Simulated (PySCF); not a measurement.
C6H15In (SMILES C[CH2][In]([CH2]C)[CH2]C), singlet, geometry from GFN2-xTB (such geometries of metal compounds can be far from the true shape) (all electrons, no relativity); PBE0-D4/STO-3G (PySCF).

Here is a job for PySCF.
```python
from pyscf import gto, scf, dft

mol = gto.Mole()
mol.atom = '''
    In    0.07649762   -0.22200321    0.00693532
    C     2.02672712    0.15771225   -1.13545282
    C     2.36142183    1.63252338   -1.31068090
    H     1.94066758   -0.33083748   -2.11056739
    H     2.82357011   -0.35209405   -0.58529438
    H     2.45995188    2.12575404   -0.34227827
    H     1.58050189    2.14303965   -1.87522276
    H     3.30396277    1.75910326   -1.84981189
    C    -0.38833693   -2.35436143    0.69839517
    C    -1.78872250   -2.44716336    1.28982773
    H     0.35867416   -2.65031795    1.44040329
    H    -0.28641149   -3.03119926   -0.15454106
    H    -2.54125842   -2.18219544    0.54491415
    H    -1.89692529   -1.76512216    2.13538012
    H    -2.00419206   -3.45898083    1.64236480
    C    -1.45686153    1.39454694    0.51776553
    C    -1.14581916    2.75242261   -0.09509029
    H    -1.50381275    1.47106885    1.60794101
    H    -2.43115501    1.03525521    0.17402415
    H    -1.10938311    2.68711054   -1.18368891
    H    -0.18333376    3.12590196    0.25648098
    H    -1.90969286    3.48758859    0.17147927
'''
mol.basis = 'sto-3g'
mol.verbose = 4
mol.build()

mf = dft.RKS(mol)
mf.xc = 'pbe0'
mf.disp = 'd4'
mf.kernel()
```

The log (banner, timings and long lists left out):

```
PySCF version 2.14.0

[INPUT] verbose = 4
[INPUT] num. atoms = 22
[INPUT] num. electrons = 100
[INPUT] charge = 0
[INPUT] spin (= nelec alpha-beta = 2S) = 0
[INPUT] symmetry False subgroup None
[INPUT] Mole.unit = angstrom
[INPUT] Symbol           X                Y                Z      unit          X                Y                Z       unit  Magmom
[...]
nuclear repulsion = 677.666212329438
number of shells = 44
number of NR pGTOs = 216
number of NR cGTOs = 72
basis = sto-3g
ecp = {}

******** <class 'pyscf.dft.rks.RKS'> ********
method = RKS
initial guess = minao
damping factor = 0
level_shift factor = 0
DIIS = <class 'pyscf.scf.diis.CDIIS'>
diis_start_cycle = 1
diis_space = 8
diis_damp = 0
SCF conv_tol = 1e-09
SCF conv_tol_grad = None
SCF max_cycles = 50
direct_scf = True
direct_scf_tol = 1e-13
XC library pyscf.dft.libxc version 7.1.2
    S. Lehtola, C. Steigemann, M. J. T. Oliveira, and M. A. L. Marques,  SoftwareX 7, 1–5 (2018)
XC functionals = pbe0
    C. Adamo and V. Barone,  J. Chem. Phys. 110, 6158 (1999)
    M. Ernzerhof and G. E. Scuseria,  J. Chem. Phys. 110, 5029 (1999)
radial grids:
    Treutler-Ahlrichs [JCP 102, 346 (1995); DOI:10.1063/1.469408] (M4) radial grids

becke partition: Becke, JCP 88, 2547 (1988); DOI:10.1063/1.454033
pruning grids: <function nwchem_prune>
grids dens level: 3
symmetrized grids: False
atomic radii adjust function: <function treutler_atomic_radii_adjust>
small_rho_cutoff = 0
Set gradient conv threshold to 3.16228e-05
Initial guess from minao.
tot grids = 253704
Calc dispersion correction with DFTD4.
Parameters: xc=pbe0, atm=True
init E= -5904.17531561422
[...]
cycle= 1 E= -5919.01571541809  delta_E= -14.8  |g|= 0.593  |ddm|= 5.39
[...]
cycle= 2 E= -5919.15247197547  delta_E= -0.137  |g|= 0.251  |ddm|= 1.68
[...]
cycle= 3 E= -5919.1765801455  delta_E= -0.0241  |g|= 0.0453  |ddm|= 0.468
[...]
cycle= 4 E= -5919.17725689716  delta_E= -0.000677  |g|= 0.0115  |ddm|= 0.0879
[...]
cycle= 5 E= -5919.17730865878  delta_E= -5.18e-05  |g|= 0.00243  |ddm|= 0.0221
[...]
cycle= 6 E= -5919.17731043801  delta_E= -1.78e-06  |g|= 0.000465  |ddm|= 0.00375
[...]
cycle= 7 E= -5919.17731050311  delta_E= -6.51e-08  |g|= 0.00014  |ddm|= 0.000809
[...]
cycle= 8 E= -5919.17731050958  delta_E= -6.48e-09  |g|= 1.9e-05  |ddm|= 0.000231
[...]
cycle= 9 E= -5919.17731050972  delta_E= -1.35e-10  |g|= 1.51e-06  |ddm|= 4.03e-05
[...]
Extra cycle  E= -5919.17731050975  delta_E= -3.09e-11  |g|= 7.7e-07  |ddm|= 5.25e-06
converged SCF energy = -5919.17731050975
```
